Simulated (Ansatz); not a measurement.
Ansatz (a quantum-chemistry and plane-wave program) input (X2C-CCSD(T)/cc-pVTZ-DK):

Ansatz 0.2 input:
```yaml
crystal:
  periodic: [false, false, false]
  atoms:
    - {symbol: F, position_ang: [-1.49074536, 0.99274839, 0.46511514]}
    - {symbol: Si, position_ang: [-0.81030476, -0.37078797, -0.06553220]}
    - {symbol: Si, position_ang: [1.51930944, -0.10314435, -0.15629990]}
    - {symbol: H, position_ang: [-1.19576600, -1.45647241, 0.86627994]}
    - {symbol: H, position_ang: [-1.37541358, -0.66266515, -1.40382390]}
    - {symbol: H, position_ang: [2.11636600, -1.37032820, -0.64665610]}
    - {symbol: H, position_ang: [1.88270737, 0.99266561, -1.08563517]}
    - {symbol: H, position_ang: [2.06274901, 0.19711709, 1.18944825]}
basis:
  gaussian:
    orbitals: cc-pVTZ-DK
magnetization: {spin_polarized: false}
correlation: {method: ccsd_t, electrons: outside_noble_gas}
```

End of the output:

```
integrals: 0.48 GiB planned
970 factors; integrals over basis functions are off by at most 1.1e-3 eV
0.91 GiB of device memory are held for the factors and their scratch space
mean field: 0.64 GiB planned
mean field evaluation 1: about -18545.6378 eV, gradient 2.8e1 eV
mean field evaluation 2: about -18545.8058 eV, gradient 2.8e1 eV
mean field evaluation 4: about -18547.8292 eV, gradient 2.8e0 eV
mean field evaluation 8: about -18547.8744 eV, gradient 1.1e-1 eV
mean field evaluation 16: about -18547.1461 eV, gradient 1.8e1 eV
mean field -18547.87452038 eV, -681.6218164230 hartree, gradient 6.7e-6 eV, S^2 0.000000; 0 other end points of the search recorded, 0 dependent functions left out
11 core orbitals not correlated
reference -18547.87452038 eV, -681.6218164230 hartree; 10, 10 occupied and 147, 147 virtual orbitals, 970 factors
second order -13.75057399 eV of doubles, -0.00000000 eV of singles
coupled cluster: 3.49 GiB planned
cycle   1  -14.41309427 eV  change   -6.6e-1 eV  update   8.8e-2
cycle   2  -14.82300148 eV  change   -4.1e-1 eV  update   2.8e-2
cycle   3  -14.90854810 eV  change   -8.6e-2 eV  update   1.4e-2
cycle   4  -14.89827573 eV  change    1.0e-2 eV  update   3.2e-3
cycle   5  -14.89765600 eV  change    6.2e-4 eV  update   1.2e-3
cycle   6  -14.89792965 eV  change   -2.7e-4 eV  update   3.6e-4
cycle   7  -14.89767447 eV  change    2.6e-4 eV  update   1.2e-4
cycle   8  -14.89764547 eV  change    2.9e-5 eV  update   3.6e-5
cycle   9  -14.89766955 eV  change   -2.4e-5 eV  update   1.4e-5
perturbative correction -0.43765300 eV, -0.0160834510 hartree
Total energy: -18563.20984292 eV, -682.1853791319 hartree
Relativity: scalar
```
